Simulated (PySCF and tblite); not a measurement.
The numbers below are computed, except where a source is named.
C5H7FO2, numbered as in [CH3:1]/[CH:2]=[C:3](\[F:4])[C:5](=[O:6])[O:7][CH3:8].

Geometries GFN2-xTB; weights from PBE0-D3(BJ)/def2-SVP (IEF-PCM, acetone) energies and GFN2-xTB thermal corrections, with symmetry numbers and mirror pairs. Conformers within 2.5 kcal/mol (GFN2-xTB free energy) were kept, 4 at most. Run with PySCF (density fitting) and tblite.

Rotational constants are equilibrium values for the commonest isotopes; dipoles come from the energy level named and are polarised by its solvent model.

Torsions listed: F4–C3–C5–O7, O6–C5–O7–C8.

```json
{"conformer": "1", "shape": "0°, 0°", "symmetry": "Cs", "weight %": "64.4"}
{"conformer": "2", "shape": "180°, 0°", "symmetry": "Cs", "weight %": "35.6"}
```

Sets of constants, in random order:

```json
{"set": "P", "A (MHz)": "4887", "B (MHz)": "1205", "C (MHz)": "978", "abs μa (D)": "0.45", "abs μb (D)": "0.18", "abs μc (D)": "0.00"}
{"set": "Q", "A (MHz)": "3934", "B (MHz)": "1299", "C (MHz)": "988", "abs μa (D)": "0.33", "abs μb (D)": "4.35", "abs μc (D)": "0.00"}
```

Q: Match each set to its conformer.

A: P is conformer 1, Q is conformer 2.

The minima are those of GFN2-xTB; planar forms about aryl–S or allylic bonds may be saddles in DFT.


Conformer gaps in def2-SVP on xTB geometries can be 2 kcal/mol too large for S=O, P=O and other polar bonds.